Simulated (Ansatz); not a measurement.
Mulliken charges of C2H6OSi, SMILES `O=CC[SiH3]` from B3LYP/def2-TZVPP in Ansatz (PBE0-D4/def2-TZVP geometry).

```
atom   x (Å)   y (Å)   z (Å)  charge (e)
  O1  -1.497  -0.091  -1.387      -0.264
  C2  -0.617   0.709  -1.208       0.101
  C3   0.405   0.595  -0.120      -0.203
 Si4   0.168  -0.945   0.947       0.294
  H5  -0.529   1.597  -1.870       0.077
  H6   1.402   0.609  -0.579       0.092
  H7   0.366   1.508   0.488       0.092
  H8   0.300  -2.173   0.127      -0.057
  H9   1.236  -0.946   1.983      -0.074
 H10  -1.151  -0.914   1.623      -0.057
```

Question: By hand: the dipole of these point charges (1 e Å = 4.8032 D).

Answer: Σ q r = (0.379, 0.261, 0.148) e Å, of length 0.483 e Å = 2.32 D.

Question: How does the dipole of the full density compare? (Estimate.)

Answer: The calculation gave: (0.412, 0.388, 0.073) e Å, 2.74 D; the point charges give 0.85 times that, at 13° from its direction.

Point charges leave out the atoms' own dipoles, such as those of lone pairs, and Mulliken's split depends on the basis, so the two needn't agree.

B3LYP here is the variant with VWN-RPA as its local correlation; programs differ in this.
